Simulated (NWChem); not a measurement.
System: C4H8O; SMILES CC1(O)CC1

```xyz
13

C      1.0655     1.1783    -0.0169
C     -0.0429     0.1583    -0.0067
O     -1.3241     0.7044    -0.0572
C      0.1236    -1.1325     0.7476
C      0.1008    -1.1199    -0.7611
H      0.9806     1.8224    -0.9058
H      2.0556     0.7000    -0.0250
H      1.0137     1.8231     0.8771
H     -1.4763     1.1634     0.7766
H      1.0715    -1.3311     1.2562
H     -0.7633    -1.5213     1.2550
H     -0.8030    -1.4898    -1.2512
H      1.0318    -1.3073    -1.3029
```
Atoms are numbered in this order, from 1.

Results from NWChem. Pople sets run with spherical d functions. Coordinates come from a PBE0/def2-SVP optimisation. Not confirmed as a minimum by frequencies. Vertical excitations in the gas phase.

**Question.** Predict the results for B3LYP/6-31G*, TDA. Quantities: lowest excitation, singlet (eV); oscillator strength of that lowest state; lowest state with f > 0.02, singlet (eV); orbital gap (eV).

**Answer.** 
```yaml
lowest excitation, singlet (eV): 7.60
oscillator_strength_of_that_lowest_state: 0.006
lowest state with f > 0.02, singlet (eV): 8.46
orbital gap (eV): 8.87
```
